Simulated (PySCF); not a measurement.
# Nuclear quadrupole coupling in `CCCCC(=O)Cl`

Compound: C5H9ClO.
SMILES with atom numbers: `[CH3:1][CH2:2][CH2:3][CH2:4][C:5](=[O:6])[Cl:7]` (hydrogens: H8, H9, H10 on C1; H11, H12 on C2; H13, H14 on C3; H15, H16 on C4)

Geometry (PBE0-D3(BJ)/def2-SVP, Å), atoms numbered from 1 in this order:
```xyz
16
C5H9ClO angstrom
C     -1.4150    0.7288    0.6453
C     -0.0404    1.0775    1.1924
C      1.0857    0.7739    0.2137
C      2.4518    1.1406    0.7653
C      3.5768    0.8550   -0.1835
O      3.5070    0.3840   -1.2656
Cl     5.1682    1.3228    0.5099
H     -2.2092    0.9612    1.3703
H     -1.4881   -0.3433    0.4026
H     -1.6311    1.2901   -0.2778
H      0.1361    0.5260    2.1329
H     -0.0085    2.1477    1.4636
H      1.0768   -0.2965   -0.0515
H      0.9191    1.3151   -0.7327
H      2.6763    0.6024    1.7025
H      2.5169    2.2096    1.0319
```

Field gradients from the PBE0/pcSseg-1 density (PySCF, non-relativistic), principal values in atomic units, ordered |Vxx| ≤ |Vyy| ≤ |Vzz|:

```
atom      Vxx      Vyy      Vzz
  O6   0.3881   1.1968  -1.5849
 Cl7  -1.1886  -2.0484   3.2370
```

Task: Find the asymmetry η = (Vxx − Vyy)/Vzz and the couplings χ = eQV/h (234.96 MHz × Q in barn × V in au), with Q(17O) = −0.0256 b, Q(35Cl) = −0.0817 b.

Result: 
```csv
atom,environment,nucleus,η,χzz (MHz),χxx (MHz),χyy (MHz)
O6,carbonyl oxygen,17O,0.51,9.53,-2.33,-7.20
Cl7,chlorine bonded to C,35Cl,0.27,-62.14,22.82,39.32
```

Task: What is Vzz at Cl7 in SI units (1 au = 9.71736 × 10²¹ V/m²)?

Result: 3.2370 au = 31.455 × 10²¹ V/m².

Task: And the gradient at the other heavy atoms, for which no coupling is worked out here?

Result: 
| atom | environment | Vzz (au) | η |
| --- | --- | --- | --- |
| C1 | methyl carbon | 0.049 | 0.02 |
| C2 | chain CH2 carbon | -0.042 | 0.84 |
| C3 | chain CH2 carbon | 0.087 | 0.58 |
| C4 | sp3 carbon next to a carbonyl | 0.127 | 0.15 |
| C5 | acyl halide carbon | -0.495 | 0.57 |

Were the hydrogens deuterons (Q(2H) = 0.00286 b), χzz would run from 188 kHz (H15 and H16) to 197 kHz (H8).

Geometry: PBE0-D3(BJ)/def2-SVP, one conformer, isolated molecule. With a basis this small, the couplings can be 20 % off.
